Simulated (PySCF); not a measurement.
An unknown shows these calculated signals:

¹H NMR (600 MHz, computed): δ 8.23 (s, 2H), 4.58 (br, 2H), 1.20 (s, 9H).

¹³C{¹H} NMR (computed): δ 174.9 (CH), 119.7 (C), 34.1 (C), 32.9 (CH3).

Level of theory: PBE0-D3(BJ)/def2-SVP structure, NMR shieldings at KT2/pcSseg-1/GIAO, in PySCF (in vacuum, rapidly exchanging positions averaged, non-relativistic, single conformer).

Chemical shifts δ = σref − σ; ¹H (σ = 31.18 ppm), ¹³C (σ = 183.22 ppm) against TMS, all at this level.

Which of these does the molecule contain: an aldehyde, a CF3 group, a tert-butyl group, a ketone, a non-aromatic C=C double bond, a heteroaromatic ring?

Answers


- An aldehyde: yes (δC 174.9; δH 8.23 (s)).
- A CF3 group: no.
- A tert-butyl group: yes (δC 32.9, 34.1; δH 1.20 (s)).
- A ketone: no.
- A non-aromatic C=C double bond: yes.
- A heteroaromatic ring: no.

The data belong to `CC(C)(C)C1=C[O][AlH2-][O+]=C1`, C7H13AlO2; they needn't prove each group on their own.

Carbon signals by region: 1 in the far downfield region (above 160 ppm), 1 in the sp2 and nitrile region (100–160 ppm), 2 below 50 ppm. Above 160 ppm: 174.9, alkene carbon bearing oxygen.

Hydrides on Al or Ga are broadened by the quadrupolar metal nucleus. Shifts are as computed. Against solution values, carbons near 30 ppm lie about +2 ppm off and those near 130 ppm about -5 ppm. Of 1313 compounds with measured shifts, 239 miss one by over three times the rms of a fit or turn the order of signals round; such compounds aren't used in these exercises. Multiplicities follow the n + 1 count of equivalent neighbours, as no J values were calculated; m marks all less simple cases, F and P coupling included.
